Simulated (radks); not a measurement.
Spherical jellium clusters: N electrons in a uniform positive sphere of charge N and radius rs N^(1/3), rs = 5.21 bohr. Method: non-relativistic Kohn-Sham, LDA (Slater exchange, Perdew-Wang correlation), spin-polarised, spherical densities; computed with a radial shooting solver with Libxc functionals. Levels are named by radial order and angular momentum (1s, 1p, 1d, 2s, ...), and open shells are averaged over m. Each electron was tried in the lowest free levels, single moves between levels near the top were tried too, and the lowest total energy was kept; such a search can miss a lower state. Energies include the self-energy of the background; IP and EA are vertical (highest electron removed, lowest free level filled), at fixed background; spill-out counts the electrons outside the background radius R, and alpha is the static dipole polarisability from linear response (closed shells only). A dash means not computed or, for alpha, an open shell; in EA it means that no bound solution was reached, which is typical of self-interaction and does not show that the anion is unstable. Real open-shell clusters deform, which this model forbids.

N	open shells	2S	E(N+1) + E(N-1) - 2E(N) (eV)	EA (eV)	alpha/R^3
1	1s(up 1, down 0)	1	-	-	-
2	none	0	0.703	-	1.443
3	1p(up 1, down 0)	1	-0.470	-	-
4	1p(up 2, down 0)	2	-0.303	-	-
5	1p(up 3, down 0)	3	0.249	-	-
6	1p(up 3, down 1)	2	-0.250	1.144	-
7	1p(up 3, down 2)	1	-0.176	1.358	-
8	none	0	0.743	-	1.310
9	1d(up 1, down 0)	1	-0.183	-	-
10	1d(up 2, down 0)	2	-0.152	1.091	-
11	1d(up 3, down 0)	3	-0.127	1.240	-
12	1d(up 4, down 0)	4	-0.107	1.366	-
13	1d(up 5, down 0)	5	0.256	1.138	-
14	1d(up 5, down 1)	4	-0.118	1.277	-
15	1d(up 5, down 2)	3	-0.100	1.395	-
16	1d(up 5, down 3)	2	-0.086	1.497	-
17	1d(up 5, down 4)	1	-0.075	1.585	-
18	none	0	0.157	1.457	1.238
19	2s(up 1, down 0)	1	0.183	1.316	-
20	none	0	0.148	1.179	1.259
21	1f(up 1, down 0)	1	-0.080	1.269	-
22	1f(up 2, down 0)	2	-0.073	1.349	-
23	1f(up 3, down 0)	3	-0.066	1.422	-
24	1f(up 4, down 0)	4	-0.060	1.489	-
25	1f(up 5, down 0)	5	-0.055	1.550	-
26	1f(up 6, down 0)	6	-	1.605	-

All shells are closed at N = 2, 8, 18, 20 (there: 1s2 1p6 1d10 2s2); the second difference of the energy has clear peaks (12 % above both neighbours; the first and last values, which can be the largest, are not judged, and half-filled shells can peak too) at N = 5, 8, 13, 19.
